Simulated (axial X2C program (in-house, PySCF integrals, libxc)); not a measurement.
## Low determinants of GaTa at the PBE0 level, spin-free

All values were computed with an axial X2C code built on PySCF integrals. Spin-free means the one-electron spin-free X2C Hamiltonian. Basis: Ta dyall-cv3z [13s14p9d7f4g], Ga dyall-cv3z [9s9p7d4f1g] (cores contracted in-house); Gaussian nuclei, density fitting, unrestricted open shells. Masses: Ta 180.948 u, Ga 68.926 u.

Search at 2.611 Å (vertical energies from the lowest determinant):

```tsv
ΔE (eV)	state	electrons beyond evenly filled partner blocks	electrons in σ, π, δ, φ
0.00	M_S = 2, Λ = 2	σα, π+α, π-α, δ+α	41 42 17 4
0.25	M_S = 3, Λ = 0	2 × σα, π+α, π-α, δ+α, δ-α	40 42 18 4
0.30	M_S = 2, Λ = 0	π+α, π-α, δ+α, δ-α	40 42 18 4
0.56	M_S = 2, Λ = 1	σα, π+α, δ+α, δ-α	41 41 18 4
0.86	M_S = 1, Λ = 1	π+α, π-α, π-β, δ+α	40 43 17 4
1.05	M_S = 2, Λ = 3	2 × σα, π+α, π+β, π-α, δ+α	40 43 17 4
1.05	M_S = 2, Λ = 1	2 × σα, π+α, π-α, π-β, δ+α	40 43 17 4
```

Lowest determinant, M_S = 2, Λ = 2 (beyond evenly filled blocks: σα, π+α, π-α, δ+α): Re = 2.606 Å, ωe = 195.7 cm⁻¹.

The determinant in row 2 of the search, M_S = 3, Λ = 0 (beyond evenly filled blocks: 2 × σα, π+α, π-α, δ+α, δ-α), was followed along the bond at PBE0; measured from the minimum of the lowest determinant it gives:

Te = 0.213 eV (1719 cm⁻¹), Re = 2.513 Å, ωe = 218.9 cm⁻¹.

Compare the bond of the determinant in row 2 with that of the lowest one.

At PBE0 its Re is 0.093 Å shorter and its force constant, which goes as ωe², is 1.25 times that of the lowest determinant. T0 ≈ Te + Δωe/2 = 1719 + (12) = 1731 cm⁻¹.

The search compares states at one distance, so a state with another bond length can lie lower; it is not exhaustive and yields mostly the lowest determinant of each block pattern, so other components and higher states of one pattern are missing. These are energies of single determinants, not of spin-adapted states; PBE0 term energies can be off by some tenths of an eV, and the functional has no current term. The lowest determinant need not be the ground state where others lie within half an eV. Spin–orbit coupling is large for these atoms, so the spin-free order is a model.
